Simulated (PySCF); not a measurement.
Compound: C₇H₈Se.
Atom-mapped SMILES: `[CH3:1][Se:2][c:3]1[cH:4][cH:5][cH:6][cH:7][cH:8]1` (hydrogens: H9, H10, H11 on C1; H12 on C4; H13 on C5; H14 on C6; H15 on C7; H16 on C8)

Computed by this run: PBE0-D3(BJ)/def2-SVP geometry optimisation, gas phase in PySCF; density fitting, grid level 1; the optimiser is geomeTRIC in internal coordinates, started from a GFN2-xTB structure with every atom displaced at random (about 0.01 Å).

Step 0: E = -72709.3942 eV
```
atom  x, y, z in Å  |  force x, y, z in eV/Å
C1      3.0634    0.2647   -0.2435   -2.266   0.813   0.258
Se2     1.8828   -1.2220   -0.7058    0.080  -0.013  -0.021
C3      0.1354   -0.5456   -0.2421    3.037   1.032   0.116
C4     -0.8914   -1.3902   -0.4520   -2.900  -0.815  -0.032
C5     -2.2062   -0.9864   -0.1439    0.415   0.496   0.150
C6     -2.4203    0.2890    0.3924   -0.068  -0.577  -0.182
C7     -1.3307    1.1266    0.6065   -0.065  -0.191  -0.121
C8     -0.0391    0.7278    0.2886   -0.895  -0.059   0.112
H9      2.7634    1.1638   -0.8211    0.245  -0.303   0.098
H10     4.0525   -0.0201   -0.4854    1.396  -0.485  -0.346
H11     2.9630    0.4958    0.8263    0.182  -0.077   0.015
H12    -0.7426   -2.3769   -0.8539    0.202  -0.581  -0.266
H13    -3.0662   -1.6357   -0.3107    0.086  -0.205  -0.070
H14    -3.4329    0.6106    0.6475    0.037   0.044  -0.012
H15    -1.5033    2.1030    1.0204   -0.028   0.665   0.282
H16     0.7717    1.4083    0.4745    0.542   0.256   0.020
```

Step 1: E = -72709.5595 eV
```
atom  x, y, z in Å  |  force x, y, z in eV/Å
C1      2.9748    0.2999   -0.2828    0.686  -0.324  -0.047
Se2     1.9153   -1.2854   -0.5713    0.041   0.022   0.027
C3      0.2059   -0.5794   -0.1678   -0.677  -0.354  -0.117
C4     -0.9073   -1.4066   -0.4460    0.413   0.241   0.076
C5     -2.1953   -0.9597   -0.1822   -0.089  -0.076  -0.012
C6     -2.4128    0.3063    0.3642    0.033   0.023   0.017
C7     -1.3191    1.1194    0.6448   -0.104   0.065   0.030
C8     -0.0218    0.6840    0.3800    0.259   0.142   0.051
H9      2.6754    1.1022   -0.9612   -0.083   0.159  -0.088
H10     4.0177   -0.0019   -0.5200   -0.366   0.162   0.085
H11     2.9408    0.6293    0.7630   -0.036   0.018   0.034
H12    -0.7463   -2.3999   -0.8753   -0.039   0.020  -0.008
H13    -3.0455   -1.6087   -0.4106    0.024   0.005   0.010
H14    -3.4277    0.6534    0.5695    0.000  -0.004  -0.003
H15    -1.4701    2.1124    1.0802    0.010  -0.054  -0.037
H16     0.8156    1.3474    0.6132   -0.070  -0.043  -0.020
```

Q: Estimate the geometry and energy of step 2. (The exact step hangs on the optimiser's Hessian estimate; all steps are aligned on step 1, rigid shifts and turns removed.)

A: E = -72709.5702 eV, largest force 0.238 eV/Å
```
atom  x, y, z in Å  |  force x, y, z in eV/Å
C1      3.0210    0.2864   -0.2762    0.043  -0.019  -0.010
Se2     1.9074   -1.2656   -0.5909   -0.003   0.004   0.000
C3      0.1858   -0.5619   -0.1816   -0.141  -0.075  -0.031
C4     -0.9172   -1.3937   -0.4476    0.230  -0.057  -0.024
C5     -2.2115   -0.9728   -0.1706    0.061   0.123   0.037
C6     -2.4278    0.2952    0.3727   -0.068  -0.014  -0.001
C7     -1.3403    1.1228    0.6347    0.025   0.061   0.030
C8     -0.0360    0.7053    0.3648   -0.033  -0.042  -0.024
H9      2.7257    1.1202   -0.9278   -0.009   0.002   0.025
H10     4.0470   -0.0203   -0.5301   -0.079  -0.005  -0.007
H11     2.9997    0.5889    0.7793   -0.031   0.016   0.005
H12    -0.7514   -2.3843   -0.8800   -0.005  -0.013  -0.009
H13    -3.0546   -1.6343   -0.3855    0.017   0.006   0.005
H14    -3.4431    0.6346    0.5885   -0.002   0.013   0.008
H15    -1.5008    2.1161    1.0614   -0.011   0.004  -0.001
H16     0.7955    1.3761    0.5865    0.007  -0.006  -0.005
```

The energy changes by -0.0107 eV. The first-order estimate −F·Δx gives -0.0258 eV and the mean of the old and new forces, exact on a quadratic surface, -0.0105 eV. The step makes an angle of 83° with the force vector and moves no atom by more than 0.073 Å.

The cost below is that of the whole optimisation. Hardware: Intel Xeon Platinum 8488C, one thread (shared host). Cost: 86 s of wall time, 0.71 GiB resident at most.
